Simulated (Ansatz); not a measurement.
CH4FGaOS (`C[S][Ga]([OH])[F]`), relaxed with RKS PBE0-D4/def2-TZVP in Ansatz 0.2.0 from a GFN2-xTB geometry. The force threshold is 0.005 eV/Å; the program also tests the step.

Total charge 0; spin multiplicity 1.

Start:

```xyz
9

C     0.956    0.497    1.298
S    -0.339   -0.795    1.439
Ga   -1.011   -0.798   -0.678
O    -0.368    0.384   -1.804
F    -2.190   -1.897   -1.413
H     1.843    0.082    0.828
H     1.180    0.797    2.317
H     0.584    1.345    0.731
H    -0.653    0.383   -2.717
```

(1) By how much does the energy fall, and how many steps does the optimiser take? (Estimate.)

(2) Which bonds change most? (An estimate is asked.)

(3) Give the relaxed structure. (Estimate.)

## Answers

(1) The calculation gave: 6.35 kJ/mol, in 23 steps, 4 of them rejected.

(2) Computed: S2–Ga3 from 2.221 to 2.163 Å; Ga3–O4 from 1.755 to 1.775 Å; Ga3–F5 from 1.771 to 1.751 Å; C1–S2 from 1.835 to 1.824 Å.

(3) Ansatz gave: 
```xyz
9

C     0.918    0.514    1.318
S    -0.368   -0.779    1.368
Ga   -0.980   -0.762   -0.707
O    -0.249    0.330   -1.901
F    -2.233   -1.830   -1.304
H     1.732    0.238    0.651
H     1.300    0.592    2.335
H     0.503    1.474    1.018
H    -0.623    0.224   -2.780
```
